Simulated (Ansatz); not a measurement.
Saddle point of AlN2H7O, singlet (AlN₂H₅O ([NH2][Al]([NH2])[OH]) + H₂ → AlN₂H₅ ([NH2][AlH][NH2]) + H₂O (still joined by a long Al–O bond); bonds formed: Al1–H6, O2–H5; bonds broken: H5–H6; bonds weakened to dative contacts: Al1–O2), PBE0-D4/def2-TZVP structure:

| atom | x (Å) | y (Å) | z (Å) |
| --- | --- | --- | --- |
| Al1 | -0.1292 | -0.0630 | 0.0147 |
| O2 | 0.0599 | 1.7901 | -0.1156 |
| N3 | 1.0299 | -1.0522 | -0.8961 |
| N4 | -0.6227 | -0.5030 | 1.6558 |
| H5 | -0.7767 | 1.3743 | -0.8757 |
| H6 | -1.3481 | 0.4951 | -1.1589 |
| H7 | 0.8422 | 2.1310 | -0.5607 |
| H8 | 1.6701 | -1.7052 | -0.4758 |
| H9 | 1.0228 | -1.1710 | -1.8952 |
| H10 | -0.9912 | 0.1496 | 2.3275 |
| H11 | -0.7568 | -1.4458 | 1.9800 |

Energies are electronic, without zero-point energy. Barriers and step energies count from the start structure reached by relaxing down the imaginary mode; all methods use the PBE0-D4 structures, on which another method's saddle can fall below an end. Ansatz 0.2.0; basis: def2-TZVPP, with def2-QZVPP for the basis limit; cores frozen in the correlated methods. B3LYP uses VWN-RPA correlation. Extrapolation: Hartree–Fock as exp(−7.88 √X), correlation as X^−2.97.

| method | barrier (eV) | step energy (eV) |
| --- | --- | --- |
| SPW92 | 0.609 | 0.180 |
| PBE-D4 | 0.940 | 0.428 |
| BLYP-D4 | 1.138 | 0.590 |
| r2SCAN-D4 | 1.031 | 0.513 |
| B97M-V | 1.061 | 0.405 |
| PBE0-D4 | 1.033 | 0.419 |
| B3LYP-D4 | 1.186 | 0.563 |
| r2SCAN0-D4 | ? | 0.489 |
| BHLYP-D4 | 1.294 | 0.549 |
| CAM-B3LYP-D4 | 1.171 | 0.521 |
| wB97X-V | 1.178 | 0.492 |
| wB97M-V | ? | 0.492 |
| B2PLYP | ? | 0.572 |
| PBE-QIDH | 1.139 | 0.460 |
| RPA on PBE | 1.220 | 0.514 |
| HF | 1.629 | 0.645 |
| MP2 | 1.233 | 0.573 |
| CCSD | 1.289 | 0.533 |
| CCSD(T) | 1.227 | 0.514 |

Task: Fill in the withheld barriers. (To be estimated.)

Result: The calculation gives: B2PLYP 1.222; wB97M-V 1.180; r2SCAN0-D4 1.099 eV. Each is the energy of the saddle less that of the start structure, by the same method.

For comparison, the barrier by CCSD(T) at an estimated basis limit (MP2 extrapolated from triple and quadruple zeta, plus CCSD(T) − MP2 in triple zeta) is 1.248 eV.

No T1 diagnostic of these runs exceeds 0.012.

Labels in which every atom is bracketed show which atoms are joined, not bond orders.

For scale, one of the runs: CCSD(T)/def2-TZVPP, 233 basis functions, launched by `ansatz run in.yaml --threads 4 --pin off --events-out ev --progress --plain --max-ram 9574MiB`. Hardware: 4 CPU threads of an Intel Xeon, shared host. Wall time 100 s; peak host memory 4.2 GiB.
